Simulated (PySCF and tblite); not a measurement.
Results of a calculation; reference values are marked as such.
C₈H₁₀, numbered as in [CH:1]#[C:2][C@@:3]12[CH2:4][CH2:5][CH2:6][C@@H:7]1[CH2:8]2.

Conformers came from 60 starts (ETKDG and KDG, MMFF94s, GFN2-xTB); geometries are GFN2-xTB. Weights use PBE0-D3(BJ)/def2-SVP (IEF-PCM, chloroform) energies plus GFN2-xTB zero-point and thermal terms (modes under about 100 cm⁻¹ blended into free rotors). Symmetry numbers and mirror images are counted. Conformers within 3 kcal/mol (GFN2-xTB free energy) were kept, 6 at most. GIAO shieldings: KT3/pcSseg-1 (IEF-PCM, chloroform). Shifts are against TMS (¹H), TMS (¹³C) at the same level; of two unlike H on one atom, a is the less shielded. (PySCF 2.14, tblite 0.8.)

Task: What shifts does this protocol give at 298.15 K under fast conformational exchange?

Result: ¹H: 2.12 (H6a, 1H), 2.09 (H4a, 1H), 2.09 (H4b, 1H), 1.90 (H6b, 1H), 1.73 (H5a, 1H), 1.69 (H7, 1H), 1.59 (H1, 1H), 1.40 (H5b, 1H), 0.84 (H8a, 1H), 0.68 (H8b, 1H) ppm. ¹³C: 85.1 (C2), 60.2 (C1), 38.2 (C4), 33.9 (C7), 33.2 (C6), 26.0 (C5), 21.4 (C3), 18.4 (C8) ppm.

Task: How do the conformers differ?

Result: The 5-ring runs over atoms 3–4–5–6–7.
```json
{"conformer": "1", "shape": "5-ring envelope (ring torsions -28, 28, -18, 1, 16°)", "weight %": "99.8"}
{"conformer": "2", "shape": "5-ring envelope (ring torsions 30, -29, 18, 1, -19°)", "weight %": "0.2"}
```

| signal | 1 | 2 | average |
| --- | --- | --- | --- |
| H1 | 1.59 | 1.63 | 1.59 |
| H4a | 2.09 | 1.72 | 2.09 |
| H4b | 2.09 | 2.32 | 2.09 |
| H5a | 1.73 | 2.29 | 1.73 |
| H5b | 1.40 | 1.84 | 1.40 |
| H6a | 2.12 | 2.39 | 2.12 |
| H6b | 1.90 | 1.36 | 1.90 |
| H7 | 1.69 | 1.92 | 1.69 |
| H8a | 0.83 | 1.51 | 0.84 |
| H8b | 0.68 | 0.45 | 0.68 |
| C1 | 60.2 | 59.9 | 60.2 |
| C2 | 85.1 | 85.8 | 85.1 |
| C3 | 21.3 | 25.1 | 21.4 |
| C4 | 38.2 | 42.3 | 38.2 |
| C5 | 26.0 | 38.7 | 26.0 |
| C6 | 33.2 | 36.8 | 33.2 |
| C7 | 33.9 | 36.9 | 33.9 |
| C8 | 18.4 | 35.4 | 18.4 |

Shifts are unscaled: against experiment ¹³C can be off by 15 ppm or more and ¹H by 0.8 ppm.
